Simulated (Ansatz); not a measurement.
Isolated molecules relaxed with PBE0-D4/def2-TZVP in Ansatz; ΔE leaves out vibrations. CBS: MP2 limit from def2 TZ/QZ plus the TZ coupled-cluster correction, frozen cores. Functionals use def2-TZVPP. def2 core potentials past Kr. For Ga, Te outer-core shells are correlated without core-valence functions, which leaves a few kJ/mol of doubt a bond. Scalar relativity is left out up to krypton. Each species was taken in one conformer, which may not be the lowest.

Reaction (ligand exchange at the Si–O bond): `[F][Ga]([F])[O][SiH3]` + `O=C[TeH]` → `O=C[Te][SiH3]` + `[OH][Ga]([F])[F]`

`[F][Ga]([F])[O][SiH3]`:

Cartesian coordinates in Å:
```
F 2.259 -0.847 -1.146
Ga 1.359 -1.064 0.319
F 2.013 -2.139 1.502
O -0.150 -0.238 0.606
Si -1.142 0.831 -0.155
H -1.570 0.295 -1.474
H -0.443 2.126 -0.363
H -2.327 1.035 0.711
```

`O=C[TeH]`:

```xyz
5

O    -1.048   -1.372    0.698
C    -0.537   -0.488    0.089
Te    1.295    0.456    0.684
H    -0.955   -0.065   -0.843
H     1.246    1.469   -0.628
```

`O=C[Te][SiH3]`:

```xyz
8

O     1.714   -2.390    0.926
C     0.982   -1.506    0.629
Te    1.521    0.075   -0.743
Si   -0.708    1.164   -0.509
H    -0.050   -1.396    1.018
H    -1.456    0.301    0.447
H    -1.422    1.215   -1.808
H    -0.583    2.536    0.039
```

`[OH][Ga]([F])[F]`:

```xyz
5

O    -1.092   -0.454    0.655
Ga    0.182    0.254   -0.326
F    -0.194    1.344   -1.613
F     1.861   -0.102   -0.054
H    -0.757   -1.042    1.337
```

Problem. Is it downhill or uphill in electronic energy at CCSD(T)/CBS, and by how much? (Estimate.)

Solution. Computed: Uphill: ΔE = +34.5 kJ/mol.

Problem. What do these levels give: PBE-D4, r2SCAN-D4, PBE0-D4, B2PLYP, r2SCAN, PBE0, CCSD/def2-TZVPP, HF/def2-QZVPP, MP2/def2-QZVPP, HF/CBS(def2), MP2/CBS(def2), CCSD/CBS(def2)? (Estimate.)

Solution. The calculation gave: PBE-D4 16.0, r2SCAN-D4 32.0, PBE0-D4 23.8, B2PLYP 41.4, r2SCAN 32.3, PBE0 25.2, CCSD/def2-TZVPP 47.1, HF/def2-QZVPP 70.2, MP2/def2-QZVPP 32.3, HF/CBS(def2) 70.5, MP2/CBS(def2) 28.6, CCSD/CBS(def2) 40.0 kJ/mol.

Largest T1 diagnostic among the species: 0.016.

From PBE to PBE0 (25 % exact exchange), in def2-TZVPP and without D4, ΔE moves by +7.6 kJ/mol. In def2-TZVPP, CCSD(T) changes the Hartree–Fock value by −26.6 kJ/mol (the triples alone add −5.5 kJ/mol) and MP2 by −32.5 kJ/mol.
